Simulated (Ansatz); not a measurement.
Program: Ansatz. Geometries: PBE0-D4/def2-TZVP. ΔE: electronic, gas phase. CBS: MP2 limit from def2 TZ/QZ plus the TZ coupled-cluster correction, frozen cores. This one scheme is used for every species. DFT in def2-TZVPP. HSE06 is defined as in plane-wave codes. Elements past krypton have def2 core potentials. For As, Te outer-core shells are correlated without core-valence functions, which leaves a few kJ/mol of doubt a bond. Scalar relativity is left out up to krypton. Each species was taken in one conformer, which may not be the lowest.

Reaction (cleavage of the As–Si bond): `N[AsH][SiH3]` + H₂Te → `N[AsH][TeH]` + SiH₄

(1) Is it downhill or uphill in electronic energy at CCSD(T)/CBS, and by how much? (Best estimate.)

(2) What do these levels give: r2SCAN-D4, B97M-V, PBE0-D4, B2PLYP, PBE, r2SCANh, HSE06, BHLYP, CAM-B3LYP, SCS-MP2/def2-TZVPP, MP2/def2-QZVPP, CCSD/CBS(def2)? (An estimate is asked.)

(3) What do rigid-rotor, harmonic-oscillator terms from PBE0-D4/def2-TZVP frequencies (298.15 K, 1 bar) make of the CCSD(T)/CBS value? (Best estimate.)

Largest T1 diagnostic among the species: 0.012.

Results:

(1) Computed: Downhill: ΔE = -10.4 kcal/mol.

(2) Ansatz gave: r2SCAN-D4 -10.8, B97M-V -8.5, PBE0-D4 -10.1, B2PLYP -11.1, PBE -10.8, r2SCANh -10.6, HSE06 -10.1, BHLYP -10.7, CAM-B3LYP -9.9, SCS-MP2/def2-TZVPP -10.5, MP2/def2-QZVPP -11.5, CCSD/CBS(def2) -10.0 kcal/mol.

(3) Computed: ΔZPE = +1.0 kcal/mol, ΔH = -9.5 kcal/mol, ΔS = -15 J/(mol·K), ΔG = -8.5 kcal/mol.

From BLYP to BHLYP (50 % exact exchange), in def2-TZVPP and without D4, ΔE moves by +1.7 kcal/mol. Leaving LDA and LC-ωPBE aside and taking each functional with its dispersion term where it has one, the values, not all of them listed here, spread over 4.1 kcal/mol, from BLYP-D4 to B97M-V. LDA lies +1.2 kcal/mol from PBE without D4.
